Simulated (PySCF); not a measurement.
BClGeH₄. Atoms are numbered in the order given.

```xyz
7

B     -0.7958     0.7363     0.0000
Cl     0.1918     2.1858     0.0000
Ge     0.0603    -1.1485     0.0000
H     -0.4110    -1.9394    -1.2380
H      1.5981    -1.1131     0.0000
H     -0.4110    -1.9394     1.2380
H     -1.9866     0.9056     0.0000
```
Charge 0, spin multiplicity 1.

Geometry: TPSSh-D3(BJ)/def2-SVP.

All values below come from TDDFT-PBE0/def2-SVPD (PySCF).

Vertical excitations. Isolated molecule, no solvent. State labels are in the subgroup Cs.

| state | symmetry | energy (eV) | λ (nm) | f | main pairs |
|---|---|---|---|---|---|
| S1 | A" | 4.06 | 306 | 0.002 | HOMO→LUMO 99 % |
| S2 | A" | 5.96 | 208 | 0.004 | HOMO−1→LUMO 98 % |
| S3 | A' | 6.29 | 197 | 0.102 | HOMO−2→LUMO 97 % |
| S4 | A" | 6.38 | 194 | 0.007 | HOMO−3→LUMO 97 % |
| S5 | A' | 7.08 | 175 | 0.012 | HOMO−4→LUMO 57 %, HOMO→LUMO+1 35 % |
| S6 | A' | 7.19 | 172 | 0.111 | HOMO→LUMO+1 55 %, HOMO−4→LUMO 39 % |
| S7 | A" | 7.49 | 165 | 0.001 | HOMO−5→LUMO 99 % |
| S8 | A' | 7.53 | 165 | 0.002 | HOMO→LUMO+2 82 % |
| S9 | A' | 7.95 | 156 | 0.241 | HOMO→LUMO+3 84 % |
| S10 | A" | 8.09 | 153 | 0.000 | HOMO→LUMO+4 97 % |
| T1 | A" | 3.40 | 365 | 0 | HOMO→LUMO 98 % |
| T2 | A' | 5.56 | 223 | 0 | HOMO−2→LUMO 63 %, HOMO−4→LUMO 36 % |
| T3 | A" | 5.64 | 220 | 0 | HOMO−3→LUMO 49 %, HOMO−1→LUMO 43 % |
| T4 | A" | 5.83 | 213 | 0 | HOMO−1→LUMO 52 %, HOMO−3→LUMO 46 % |
Triplets are in the Tamm–Dancoff approximation, which puts them higher than full response would, so one can lie above its singlet here.
